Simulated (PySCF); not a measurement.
Where does `O=C(O)[C@]12C[C@H]1C2` (C5H6O2) take a proton?

Molecule: `O=C(O)[C@]12C[C@H]1C2` (C5H6O2). Coordinates in Å; atoms count from 1 in this order:
```
O     1.9940    1.2425   -0.6164
C     1.3899    0.2060   -0.4807
O     1.8437   -0.9639   -0.9786
C     0.1415    0.0507    0.2319
C    -0.8126   -1.1057    0.3567
C    -1.2952    0.1763   -0.2233
C    -0.7722    1.0859    0.8299
H     2.6871   -0.8151   -1.4324
H    -1.1349   -1.3790    1.3546
H    -0.6734   -1.9472   -0.3091
H    -1.6914    0.3943   -1.1925
H    -0.5946    2.1211    0.5702
H    -1.0905    0.9350    1.8544
```

Computed at PBE0-D3(BJ)/def2-TZVP // GFN2-xTB with PySCF (density fitting, grid level 2). Thermal corrections: GFN2-xTB frequencies, unscaled, ideal gas at 298.15 K and 1 bar, quasi-RRHO entropy.

```csv
site,product,PA / kJ/mol,GB / kJ/mol
O1 (carboxyl C=O oxygen),OC(=[OH+])C12CC1C2,853,822
```

PA is −ΔH and GB is −ΔG of B + H⁺ → BH⁺ in the gas phase. Sites whose products fell apart, merged with another or lost in a GFN2-xTB screen aren't listed.

In water the product from O1 is solvated 219 kJ/mol more strongly than the parent (electrostatics only).

Known limits: O3 is not listed: the run failed or kept an imaginary mode, or the ion rearranged or equalled another; a site not listed may be the best one.
